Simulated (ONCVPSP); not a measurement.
# Bi (Z = 83): excitation energies, all-electron against ONCV

Bi, optimised norm-conserving Vanderbilt (ONCV), made with ONCVPSP 4.0.1 (PBE, scalar-relativistic). Core [Kr] 4d10 4f14, reference 5s2 5p6 5d10 6s2 6p3. Waves: 5s+6s: rc 1.35 bohr, ncon 4, nbas 8, qcut 7.6 1/bohr, 2 projectors; 5p+6p: rc 1.75 bohr, ncon 5, nbas 9, qcut 7.4 1/bohr, 2 projectors; 5d: rc 1.35 bohr, ncon 5, nbas 9, qcut 13.4 1/bohr, local. Local part: the d channel. Core correction: polynomial model core, fcfact 0.6.

Energies are relative to the spin-unpolarised reference configuration 5s2 5p6 5d10 6s2 6p3; without spin polarisation the order of configurations can differ from experiment.

```tsv
valence configuration	charge	ΔE all-electron (eV)	error AE − PS (meV)
5s2 5p6 5d10 6s2 6p2	+1	7.913	-3.5
5s2 5p6 5d10 6s2 6p1	+2	23.161	-11
```

Task: What are ΔE and the potential's error for 5s2 5p6 5d10 6s1 6p4?

Result: ΔE = 10.083 eV all-electron; the error (AE − PS) is -3.6 meV.

Task: What are ΔE and the potential's error for 5s2 5p6 5d10 6s2 6p0?

Result: ΔE = 46.503 eV all-electron; the error (AE − PS) is -23 meV.

Levels in the configuration 5s2 5p6 5d10 6s2 6p0:

```
level  all-electron (eV)  pseudo (eV)
   5s           -185.784     -185.846
   5p           -123.830     -123.861
   5d            -54.816      -54.811
   6s            -39.999      -40.002
```

Note: no bound ghost flagged; GHOST(+) flagged for p at 76.5 eV.
